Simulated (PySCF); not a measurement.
Compound: C6H7NO2.
Cartesian coordinates in Å at the GFN2-xTB level; atoms count from 1:
```
atom  x, y, z in Å
C1     2.711   -0.166    0.014
O2     1.541   -0.519    0.741
C3     0.296   -0.216    0.342
C4    -0.726   -0.644    1.181
C5    -2.051   -0.395    0.886
C6    -2.341    0.298   -0.279
C7    -1.308    0.707   -1.086
N8    -0.006    0.467   -0.803
O9     0.885    0.881   -1.607
H10    2.724   -0.620   -0.976
H11    3.530   -0.562    0.615
H12    2.814    0.914   -0.086
H13   -0.433   -1.177    2.071
H14   -2.833   -0.733    1.546
H15   -3.355    0.523   -0.565
H16   -1.457    1.250   -2.006
```

Computed, not measured: PySCF, TDDFT PBE0/def2-SVPD, vertical, gas phase, core orbitals frozen in the response.

Transition dipole moments from the ground state, in atomic units and in the frame of the coordinates above (overall signs are arbitrary), for the states with f of 0.002 or more among the lowest 5:

| state | E (eV) | μx | μy | μz |
| --- | --- | --- | --- | --- |
| S1 | 4.209 | 0.629 | 0.147 | -0.317 |
| S3 | 4.758 | 0.182 | 0.428 | -0.755 |
| S5 | 5.697 | -1.151 | 0.365 | -0.514 |

Task: What oscillator strength does each state have?

Result: f = (2/3) ΔE |μ|² with ΔE in hartree (27.2114 eV).

| state | \|μ\|² (au) | \|μ\| (D) | f |
| --- | --- | --- | --- |
| S1 | 0.518 | 1.83 | 0.053 |
| S3 | 0.786 | 2.25 | 0.092 |
| S5 | 1.723 | 3.34 | 0.241 |

Task: The point group is Cs. Which irreducible representation does each state belong to?

Result: From a totally symmetric ground state, an allowed state transforms like the component of the dipole operator along its μ. Polarised in the mirror plane, so A′: S1, S3 and S5.

Task: Which bond between heavy atoms lies closest to the direction of the S5 transition dipole?

Result: O2–C3, at 7° from it; next C4–C5 and C7–N8 at 13°.

Task: What angle do the transition dipoles of S1 and S3 make?

Result: |cos θ| = |μa·μb| / (|μa| |μb|) = 0.65, so θ ≈ 49° (taken between 0 and 90°, since the signs are arbitrary).

Task: How is the summed strength of these states shared among x, y and z?

Result: (2/3) Σ ΔE μα² gives 0.230 for x, 0.042 for y and 0.114 for z, 0.386 in all.

Task: What peak molar absorption coefficient would the strongest computed level give as a lone Gaussian band 0.3 eV wide at half height?

Result: ε(max) = 2.175×10⁸ f / FWHM, with the width in cm⁻¹. S5: 2.175×10⁸ × 0.2405 / 2420 ≈ 22000 L mol⁻¹ cm⁻¹.

One conformer stands for the species.
